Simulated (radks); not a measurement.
Ga+, 30 electrons, occupied as [Ar] 3d10 4s2.

Method: Dirac Kohn-Sham, LDA (Slater exchange, Perdew-Wang correlation), spin-unpolarised, spherical densities, point nucleus; computed with a radial shooting solver on a logarithmic mesh with Libxc functionals.

Energy parts (eV):
total: -52816.931
kinetic: 53845.686
electron-nucleus: -127276.686
Hartree: 22586.388
exchange-correlation: -1972.319

Orbitals (lengths in bohr, moments of r in powers of bohr; r(90%) holds 90 % of the orbital's charge):
orbital	occ.	eigenvalue (eV)	<r^2>	r(90%)	small-component weight
1s1/2	2	-10216.21	0.003187	0.0870	1.25e-02
2s1/2	2	-1267.930	0.05611	0.338	2.40e-03
2p1/2	2	-1124.680	0.04365	0.309	2.40e-03
2p3/2	4	-1097.084	0.04516	0.314	2.35e-03
3s1/2	2	-155.7594	0.4929	0.979	5.44e-04
3p1/2	2	-109.4545	0.5344	1.04	4.96e-04
3p3/2	4	-105.8155	0.5519	1.06	4.83e-04
3d3/2	4	-28.0316	0.8459	1.39	3.48e-04
3d5/2	6	-27.5675	0.8598	1.40	3.44e-04
4s1/2	2	-16.6519	5.577	3.31	5.85e-05

The highest occupied level is 4s1/2 at -16.652 eV. For comparison, the ionisation energy in NIST's Atomic Spectra Database is 20.515 eV (measured). In exact Kohn-Sham theory the highest level is minus the ionisation energy, but local and semilocal functionals leave it too shallow, through self-interaction and a potential that decays too fast; potentials with the right tail come closer.
